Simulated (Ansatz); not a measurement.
Gas-phase electronic energies from Ansatz, PBE0-D4/def2-TZVP geometries. CBS: MP2 limit from def2 TZ/QZ plus the TZ coupled-cluster correction, frozen cores. Functionals use def2-TZVPP. B3LYP here is the variant with VWN-RPA as its local correlation; programs differ in this. For Se outer-core shells are correlated without core-valence functions, which leaves a few kJ/mol of doubt a bond. Scalar relativity is left out up to krypton. Each species was taken in one conformer, which may not be the lowest.

`O[SiH2][Se][SiH3]` + `OB(O)F` → `OB(F)O[SiH3]` + `O[SiH2][SeH]`  (ligand exchange at the Si–Se bond)

**Question.** Is it downhill or uphill in electronic energy at CCSD(T)/CBS, and by how much? (Best estimate.)

**Answer.** Ansatz gave: Downhill: ΔE = -4.9 kcal/mol.

**Question.** What do these levels give: PBE-D4, r2SCAN-D4, PBE0-D4, B3LYP-D4, ωB97X-V, PBE, HF/def2-TZVPP, MP2/def2-TZVPP, CCSD/def2-TZVPP, CCSD(T)/def2-TZVPP, HF/def2-QZVPP, MP2/CBS(def2)? (Estimate.)

**Answer.** Ansatz gave: PBE-D4 -1.8, r2SCAN-D4 -4.5, PBE0-D4 -2.4, B3LYP-D4 -6.0, ωB97X-V -5.6, PBE -2.6, HF/def2-TZVPP -10.3, MP2/def2-TZVPP -4.7, CCSD/def2-TZVPP -6.6, CCSD(T)/def2-TZVPP -5.8, HF/def2-QZVPP -10.8, MP2/CBS(def2) -3.8 kcal/mol.

Largest T1 diagnostic among the species: 0.012.

The D4 term adds +1.3 kcal/mol with B3LYP and +0.7 kcal/mol with PBE0; it sums over pairs of atoms, weighted by their polarisabilities, and B3LYP, whose exchange is more repulsive, gets the larger term. In def2-TZVPP, CCSD(T) changes the Hartree–Fock value by +4.5 kcal/mol (the triples alone add +0.8 kcal/mol) and MP2 by +5.6 kcal/mol.
